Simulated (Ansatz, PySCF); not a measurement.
FH6NOSi2, SMILES O[SiH2]N[SiH2]F. Atoms are numbered in the order given.

```xyz
11

O     -2.2007     1.3274    -0.5152
Si    -1.6005     0.1014     0.4397
N     -0.1612    -0.6499    -0.2074
Si     1.4817    -0.3961     0.2523
F      2.1174     0.9140    -0.4885
H     -1.6122     2.0713    -0.6933
H     -1.2002     0.5884     1.7889
H     -2.7068    -0.8825     0.4974
H     -0.2953    -1.1813    -1.0673
H      1.5424    -0.1249     1.7074
H      2.2989    -1.5592    -0.1723
```

Geometry optimised at B3LYP-D3(BJ)/def2-SVP. This is a generated structure with no PubChem entry under its InChIKey; it may be hypothetical. One conformer was computed; it need not be the lowest.

Two levels are set side by side: PBE-D3(BJ)/def2-SVP (Ansatz, a first-principles code) and B3LYP-D3(BJ)/def2-SVP (Ansatz). Each level has its own optimised geometry; the coordinates shown are those of the second. Frequencies come from the Hessian of PySCF at each geometry. Differences are taken from unrounded values.

```json
[
 {"quantity": "mean bond length (Å)", "B3LYP-D3(BJ)": "1.469"},
 {"quantity": "bond O1–Si2 (Å)", "B3LYP-D3(BJ)": "1.666"},
 {"quantity": "bond Si2–N3 (Å)", "B3LYP-D3(BJ)": "1.748"},
 {"quantity": "bond N3–Si4 (Å)", "B3LYP-D3(BJ)": "1.725"},
 {"quantity": "bond Si4–F5 (Å)", "B3LYP-D3(BJ)": "1.634"},
 {"quantity": "bond O1–H6 (Å)", "B3LYP-D3(BJ)": "0.965"},
 {"quantity": "bond Si2–H7 (Å)", "B3LYP-D3(BJ)": "1.489"},
 {"quantity": "bond Si2–H8 (Å)", "B3LYP-D3(BJ)": "1.482"},
 {"quantity": "bond N3–H9 (Å)", "B3LYP-D3(BJ)": "1.020"},
 {"quantity": "bond Si4–H10 (Å)", "B3LYP-D3(BJ)": "1.481"},
 {"quantity": "bond Si4–H11 (Å)", "B3LYP-D3(BJ)": "1.484"},
 {"quantity": "highest harmonic wavenumber (cm⁻¹)", "B3LYP-D3(BJ)": "3863"},
 {"quantity": "mean harmonic wavenumber (cm⁻¹)", "B3LYP-D3(BJ)": "1121"},
 {"quantity": "zero-point energy (kcal/mol)", "B3LYP-D3(BJ)": "43.27"}
]
```

What does PBE-D3(BJ) give, and how far is it from B3LYP-D3(BJ)? (The exact figures need the calculation; the answer reports its results.)


```csv
quantity,PBE-D3(BJ),PBE-D3(BJ) minus B3LYP-D3(BJ)
mean bond length (Å),1.481,0.012
bond O1–Si2 (Å),1.679,0.013
bond Si2–N3 (Å),1.758,0.010
bond N3–Si4 (Å),1.735,0.010
bond Si4–F5 (Å),1.645,0.011
bond O1–H6 (Å),0.974,0.009
bond Si2–H7 (Å),1.504,0.014
bond Si2–H8 (Å),1.495,0.013
bond N3–H9 (Å),1.027,0.007
bond Si4–H10 (Å),1.495,0.014
bond Si4–H11 (Å),1.498,0.014
highest harmonic wavenumber (cm⁻¹),3753,-110
mean harmonic wavenumber (cm⁻¹),1087,-34
zero-point energy (kcal/mol),41.96,-1.31
```

GGA bonds tend to be longer and softer than those of functionals with exact exchange. Differences between two approximate levels are no errors against the true value.
